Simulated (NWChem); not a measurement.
The numbers come from NWChem runs, not from measurements. System: CH$_{3}$BO, charge 0, spin multiplicity 1, at a geometry optimised with B3LYP/def2-SVP. The structure started from a generated list of species. Level: MP2/def2-TZVP, 3 core orbitals frozen.

Job file:

```
start mol
memory heap 200 mb stack 900 mb global 1100 mb
geometry units angstroms nocenter noautoz
  B      1.287292     0.381731     0.000000
  H      1.754318    -0.095075     1.021815
  H      1.754318    -0.095075    -1.021815
  H      1.250968     1.601672     0.000000
  O     -1.265888    -0.375369     0.000000
  C     -0.178160    -0.052870     0.000000
  symmetry group Cs
end
basis spherical
  * library def2-tzvp
end
scf
  rhf
  nopen 0
  maxiter 100
  thresh 1e-7
  semidirect memsize 60000000 filesize 0
end
mp2
  freeze core 3
end
task mp2 energy
```

Output (cleaned and shortened):

```
             Northwest Computational Chemistry Package (NWChem) 7.3.0
             --------------------------------------------------------

                                NWChem Input Module
                                -------------------

 Scaling coordinates for geometry "geometry" by  1.889725989
 (inverse scale =  0.529177249)

 Turning off AUTOSYM since
 SYMMETRY directive was detected!

                             Geometry "geometry" -> ""
                             -------------------------

 Output coordinates in angstroms (scale by  1.889725989 to convert to a.u.)

  No.       Tag          Charge          X              Y              Z
 ---- ---------------- ---------- -------------- -------------- --------------
    1 B                    5.0000     1.28729200     0.38173100     0.00000000
    2 H                    1.0000     1.75431800    -0.09507500     1.02181500
    3 H                    1.0000     1.75431800    -0.09507500    -1.02181500
    4 H                    1.0000     1.25096800     1.60167200     0.00000000
    5 O                    8.0000    -1.26588800    -0.37536900     0.00000000
    6 C                    6.0000    -0.17816000    -0.05287000     0.00000000

 Effective nuclear repulsion energy (a.u.)      56.3281492229

            Nuclear Dipole moment (a.u.)
            ----------------------------
        X                 Y               Z
 ---------------- ---------------- ----------------
     0.0000000000     0.0000094486     0.0000000000

      Symmetry information
      --------------------

 Group name             Cs
 Group number              2
 Group order               2
 No. of unique centers     5

      Symmetry unique atoms

     1    2    4    5    6


 Summary of "ao basis" -> "" (spherical)
 ------------------------------------------------------------------------------
       Tag                 Description            Shells   Functions and Types
 ---------------- ------------------------------  ------  ---------------------
 *                         def2-tzvp                  on all atoms

 Summary of "ao basis" -> "ao basis" (spherical)
[...]
     1   1 0 0     -0.637747      0.000000      0.000000
     1   0 1 0     -0.189174      0.000000      0.000009
     1   0 0 1     -0.000000      0.000000      0.000000

     2   2 0 0    -17.385459      0.000000    103.618049
     2   1 1 0     -0.894551      0.000000     28.514841
     2   1 0 1      0.000000      0.000000      0.000000
     2   0 2 0    -14.633944      0.000000     15.912702
     2   0 1 1      0.000000      0.000000      0.000000
     2   0 0 2    -14.368701      0.000000      7.457139

                   NWChem MP2 Semi-direct Energy/Gradient Module
                   ---------------------------------------------

  Basis functions       =    111
  Molecular orbitals    =    111
  Frozen core           =      3
  Frozen virtuals       =      0
  Active alpha occupied =      8
  Active beta occupied  =      8
  Active alpha virtual  =    100
  Active beta virtual   =    100
  Use MO symmetry       = T
  Use skeleton AO sym   = T

  AO/Fock/Back tols     =   1.0D-09  1.0D-09  1.0D-09

 GA uses MA = F    GA memory limited = T

 Available:
  local mem=  1.26D+08
 global mem=  1.44D+08
 local disk=  0.00D+00
  mp2_memr nvloc                   100
  nvloc new                   100
   1 passes of   8:        5242880                      65118                  16724661.
   1 passes of   8: M    126152106           G      144154558           F     120909226.

 Semi-direct pass number   1 of   1  for RHF alpha+beta  at        4.8s
  vrange nnbf                  6141
  mp2_eaftype                    63  avail_ma_in_mb                  1099
 EAF : mp2_eaftype filesize          63    8362331.
  mp2_eaf for mointskh                     63
Node 0 wrote     39.3 Mb in      0.0 s     Agg I/O rate:  1841.3 Mb/s
 Done moints_semi at        9.6s
  mp2_eaftype                    63  avail_ma_in_mb                  1036
 EAF : mp2_eaftype filesize          63    8362331.
  mp2_eaf for kh                    63
 Done maket at        9.9s
 Done multipass loop at        9.9s

          -------------------------------------------
          SCF energy                -139.195822776921
          Correlation energy          -0.491379744518
          Singlet pairs               -0.315859405723
          Triplet pairs               -0.175520338794
          Total MP2 energy          -139.687202521438
          -------------------------------------------

          ---------------------------------------------------
                    Spin Component Scaled (SCS) MP2
          Same spin pairs                     -0.117013559196
          Same spin scaling factor             0.333333333333
          Opposite spin pairs                 -0.374366185321
          Opposite spin scaling fact.          1.200000000000
          SCS-MP2 correlation energy          -0.488243942118
          Total SCS-MP2 energy              -139.684066719038
          ---------------------------------------------------

 -----------------------
 Performance information
 -----------------------

 Timer overhead =  2.07D-07 seconds/call

               Nr. of calls         CPU time (s)                 Wall time (s)                GFlops
             ---------------    -------------------     ------------------------------   -------------------
Name         Min   Avg   Max    Min     Avg     Max     Min     Avg     Max   Mx/calls   Min     Max     Sum
mp2: moin     1     1     1    4.8     4.8     4.8      4.8     4.8     4.8     4.8      0.0     0.0     0.0
mp2: make     1     1     1   0.32    0.32    0.32     0.32    0.32    0.32    0.32      0.0     0.0     0.0
mp2: tota     1     1     1    5.2     5.2     5.2      5.2     5.2     5.2     5.2      0.0     0.0     0.0

 The average no. of pstat calls per process was 3.00D+00
 with a timing overhead of 6.21D-07s

 Task  times  cpu:        9.9s     wall:        9.9s

 Total times  cpu:        9.9s     wall:        9.9s
```
